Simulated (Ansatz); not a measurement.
Gas-phase electronic energies from Ansatz, PBE0-D4/def2-TZVP geometries. CCSD(T)/CBS is the MP2 limit (def2-TZVPP, def2-QZVPP) plus CCSD(T) − MP2 in def2-TZVPP, frozen cores. DFT in def2-TZVPP. For Ge outer-core shells are correlated without core-valence functions, which leaves a few kJ/mol of doubt a bond. Scalar relativity is left out up to krypton. Each species was taken in one conformer, which may not be the lowest.

Reaction (redistribution): `BOC[SiH2]Cl` + `B[N](C)[GeH3]` → `BN(C)[SiH2]Cl` + `BO[CH2][GeH3]`

```
             level  ΔE (kcal/mol)  difference from CCSD(T)/CBS
            PBE-D4           -8.5                          0.6
           PBE0-D4           -8.9                          0.2
           ωB97M-V           -9.1                          0.0
            B2PLYP           -8.7                          0.4
            r2SCAN           -8.9                          0.2
              PBE0           -8.6                          0.5
SCS-MP2/def2-TZVPP           -8.6                          0.5
SCS-MP2/def2-QZVPP           -8.8                          0.3
     MP2/CBS(def2)           -9.5                         -0.4
    CCSD/CBS(def2)           -9.2                         -0.1
       CCSD(T)/CBS           -9.1                            0
```

Largest T1 diagnostic among the species: 0.013.
